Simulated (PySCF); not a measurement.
C2H8BNOS. Atoms are numbered in the order given.

```xyz
14

B      0.0407     0.5465     0.1507
N     -0.7465    -0.5542    -0.2538
C     -2.1808    -0.4370    -0.4198
C     -0.2321    -1.8738    -0.5349
H     -2.4824    -0.6792    -1.4568
H     -2.7176    -1.1344     0.2516
H     -2.5064     0.5853    -0.1923
H     -0.6829    -2.6317     0.1343
H     -0.4557    -2.1782    -1.5754
H      0.8578    -1.9119    -0.4005
O     -0.5786     1.7514     0.3849
H      0.0184     2.4527     0.6600
S      1.8716     0.3076     0.3461
H      2.1512     1.5760     0.7129
```

Coordinates come from a r2SCAN-D4/def2-SVP optimisation. One conformer was computed; it need not be the lowest.

Calculation: PBE/pcSseg-1 run with PySCF.

GIAO shieldings, no solvent; atoms listed in one row are averaged. δ = σ(ref) − σ: ¹¹B against BF3 (σ = 83.9 ppm); ¹⁵N against NH3 (σ = 267.0 ppm); ¹³C against TMS (σ = 182.0 ppm); ¹H against TMS (σ = 31.49 ppm); ¹⁷O against H2O (σ = 334.3 ppm); ³³S against H2S (σ = 706.5 ppm), references at their B3LYP-D3(BJ)/def2-TZVP geometries, non-relativistic.

Computed chemical shifts:
```json
[
 {"nucleus": "¹¹B", "atoms": "B1", "count": "1", "δ (ppm)": "14.6"},
 {"nucleus": "¹⁵N", "atoms": "N2", "count": "1", "δ (ppm)": "92.8"},
 {"nucleus": "¹³C", "atoms": "C4", "count": "1", "δ (ppm)": "44.1"},
 {"nucleus": "¹³C", "atoms": "C3", "count": "1", "δ (ppm)": "39.3"},
 {"nucleus": "¹H", "atoms": "H5, H6, H7", "count": "3", "δ (ppm)": "3.04"},
 {"nucleus": "¹H", "atoms": "H8, H9, H10", "count": "3", "δ (ppm)": "2.91"},
 {"nucleus": "¹H", "atoms": "H12", "count": "1", "δ (ppm)": "2.83"},
 {"nucleus": "¹H", "atoms": "H14", "count": "1", "δ (ppm)": "0.55"},
 {"nucleus": "¹⁷O", "atoms": "O11", "count": "1", "δ (ppm)": "134.7"},
 {"nucleus": "³³S", "atoms": "S13", "count": "1", "δ (ppm)": "78.5"}
]
```
